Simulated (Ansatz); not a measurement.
`NBBr`, charge 0, multiplicity 1.

Problem. Give a relaxed structure at PBE0-D4/def2-TZVP (Ansatz). (Estimate.)

Solution. The calculation gave: 
Cartesian coordinates in Å:
```
N -0.740 0.018 0.247
B 0.526 0.150 -0.285
Br 1.874 -1.171 0.121
H -1.470 0.685 0.061
H -1.011 -0.742 0.848
H 0.821 1.060 -0.993
```
Point group Cs.
